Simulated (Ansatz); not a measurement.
A nudged elastic band was laid between two geometries of BClH$_{3}$OP (7 atoms, charge 0, multiplicity 1).

The calculation used Ansatz 0.2.0, RKS PBE/def2-mTZVP.

| Property | Result |
| --- | --- |
| movable images | 9 |
| climbing image | yes |
| spring | 5.0 eV/Å² |
| optimiser | quadratic models (default) |
| start path | IDPP |
| force threshold | 0.2 eV/Å |
| iteration limit | 60 |
| end points | relaxed |

First end point:

```xyz
7
Properties=species:S:1:pos:R:3
O -0.589 1.381 -0.328
B -0.337 0.046 -0.337
P 0.281 -0.835 1.264
Cl -0.753 -0.925 -1.790
H -0.996 1.701 -1.158
H 1.178 0.202 1.680
H 1.277 -1.639 0.624
```

Last end point:

```xyz
7
Properties=species:S:1:pos:R:3
O -0.838 1.276 -0.167
B -0.203 0.103 -0.425
P 1.408 -0.361 0.529
Cl -0.769 -0.934 -1.779
H -1.579 1.458 -0.778
H 0.981 0.118 1.809
H 1.062 -1.728 0.765
```

Question: What changes between the two ends?

Answer: No bond is made or broken. The height of P3 over the plane of its neighbours goes from -0.80 to 0.80 Å. The two ends are copies of one structure, up to a mirror image or an exchange of like atoms. The height can change sign by an inversion or by a turn that exchanges like atoms.

Question: What energy profile does the band end with?

Answer: The forces met the threshold. The highest image is number 5 of 0 to 10, 16.4 kcal/mol above the ends, which have the same energy within 2 meV. The threshold of 0.2 eV/Å is loose, so the images may lie well off the minimum-energy path. Another band between the same ends (9 images) ends at a top of the same energy, where a vibrational analysis finds 1 clearly imaginary mode.

```json
{"image": "0", "path coordinate (Å)": "0.00", "energy (kcal/mol)": "0.0", "height of P3 over the plane of its neighbours (Å)": "-0.80"}
{"image": "1", "path coordinate (Å)": "0.21", "energy (kcal/mol)": "0.5", "height of P3 over the plane of its neighbours (Å)": "-0.75"}
{"image": "2", "path coordinate (Å)": "0.41", "energy (kcal/mol)": "2.6", "height of P3 over the plane of its neighbours (Å)": "-0.64"}
{"image": "3", "path coordinate (Å)": "0.62", "energy (kcal/mol)": "7.3", "height of P3 over the plane of its neighbours (Å)": "-0.45"}
{"image": "4", "path coordinate (Å)": "0.82", "energy (kcal/mol)": "13.5", "height of P3 over the plane of its neighbours (Å)": "-0.23"}
{"image": "5", "path coordinate (Å)": "1.03", "energy (kcal/mol)": "16.4", "height of P3 over the plane of its neighbours (Å)": "0.00"}
{"image": "6", "path coordinate (Å)": "1.23", "energy (kcal/mol)": "13.5", "height of P3 over the plane of its neighbours (Å)": "0.24"}
{"image": "7", "path coordinate (Å)": "1.44", "energy (kcal/mol)": "7.3", "height of P3 over the plane of its neighbours (Å)": "0.46"}
{"image": "8", "path coordinate (Å)": "1.65", "energy (kcal/mol)": "2.6", "height of P3 over the plane of its neighbours (Å)": "0.64"}
{"image": "9", "path coordinate (Å)": "1.85", "energy (kcal/mol)": "0.5", "height of P3 over the plane of its neighbours (Å)": "0.75"}
{"image": "10", "path coordinate (Å)": "2.06", "energy (kcal/mol)": "0.0", "height of P3 over the plane of its neighbours (Å)": "0.80"}
```

Question: What is the geometry of the highest image?

Answer: 
```xyz
7
Properties=species:S:1:pos:R:3
O -0.856 1.374 -0.277
B -0.362 0.105 -0.412
P 0.866 -0.547 0.796
Cl -0.859 -0.951 -1.774
H -1.491 1.604 -0.981
H 1.347 0.182 1.898
H 1.416 -1.835 0.705
```

The band took 4 iterations and of the order of 2.2 core-minutes.

Time of the run: 69 s on 2 threads of Intel(R) Xeon(R) CPU @ 2.80GHz (Skylake/Cascade Lake) (shared host), peak memory 0.15 GiB.
